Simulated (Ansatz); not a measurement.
Reaction (ligand exchange at the Se–Ga bond): `[OH][GaH][SeH]` + H₂Se → `[SeH][SeH]` + `[OH][GaH2]`

Computed with Ansatz on PBE0-D4/def2-TZVP structures; ΔE is electronic, products minus reactants. CBS: MP2 limit from def2 TZ/QZ plus the TZ coupled-cluster correction, frozen cores. Functionals use def2-TZVPP. For Ga, Se outer-core shells are correlated without core-valence functions, which leaves a few kJ/mol of doubt a bond. Scalar relativity is left out up to krypton. One conformer a species, not always the lowest.

```tsv
species	LDA (SPW92) energy (Eh)
`[OH][GaH][SeH]`	-4396.53236
H₂Se	-2399.30262
`[SeH][SeH]`	-4797.46026
`[OH][GaH2]`	-1998.33428
```

(1) Work out ΔE.

Largest T1 diagnostic among the species: 0.015.

Results:

(1) ΔE = (-4797.46026) + (-1998.33428) − (-4396.53236) − (-2399.30262) = 0.04044 Eh = +106.2 kJ/mol. CCSD(T)/CBS gives +112.7 kJ/mol.

From BLYP to BHLYP (50 % exact exchange), in def2-TZVPP and without D4, ΔE moves by +11.4 kJ/mol. At CCSD(T), def2-SVP lies +7.9 kJ/mol from the extrapolated value and def2-TZVPP +1.7 kJ/mol. Leaving LDA and LC-ωPBE aside and taking each functional with its dispersion term where it has one, the values, not all of them listed here, spread over 17.4 kJ/mol, from BLYP-D4 to PBE-QIDH. LDA lies +6.4 kJ/mol from PBE without D4.
